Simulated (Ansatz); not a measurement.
The first iterations of a band of F₂H₆OW (10 atoms, charge 0, multiplicity 1).

All numbers below come from RKS PBE/def2-SVP in Ansatz.

| Quantity | Value |
| --- | --- |
| movable images | 5 |
| climbing image | yes |
| spring | 5.0 eV/Å² |
| optimiser | quadratic models (default) |
| start path | through a guess of the saddle point |
| force threshold | 0.03 eV/Å |
| iteration limit | 60 |
| end points | relaxed |

First end point:

```xyz
10
Properties=species:S:1:pos:R:3
W 0.094 0.037 0.034
F -0.097 -0.313 1.881
H 1.401 -1.102 0.366
H -0.959 1.344 0.584
H -1.551 -0.330 -0.194
H -0.360 -1.566 -0.304
F 0.543 0.621 -1.657
O 1.710 1.531 0.785
H 2.428 1.091 1.281
H 1.343 2.216 1.377
```

Last end point:

```xyz
10
Properties=species:S:1:pos:R:3
W 0.270 0.237 -0.283
F 0.043 0.180 2.147
H 1.404 -0.775 0.459
H -0.699 1.438 0.395
H -1.351 -0.147 0.007
H -0.198 -1.374 -0.031
F 0.506 0.434 -2.101
O 1.492 1.504 0.758
H 2.388 1.122 0.849
H 0.698 0.909 1.954
```

| iteration | highest image above the first end (eV) | largest band force component (eV/Å) |
| --- | --- | --- |
| 1 | 6.621 | 5.832 |
| 2 | 3.844 | 2.908 |
| 3 | 2.085 | 1.977 |
| 4 | 1.184 | 1.370 |

Problem. Does the band converge within its limit, and where does its top end?

Solution. It converged. It ended after 14 iterations with the highest image 0.386 eV above the first end. A vibrational analysis at the climbing image gives one clearly imaginary mode, 335i cm⁻¹: a first-order saddle point. The orbitals stay closed-shell, which can raise the energy where a bond breaks towards radicals; this wasn't checked here.

Time of the run: 2.8 min on 2 threads of Arm Neoverse V1 (shared host), peak memory 0.14 GiB.
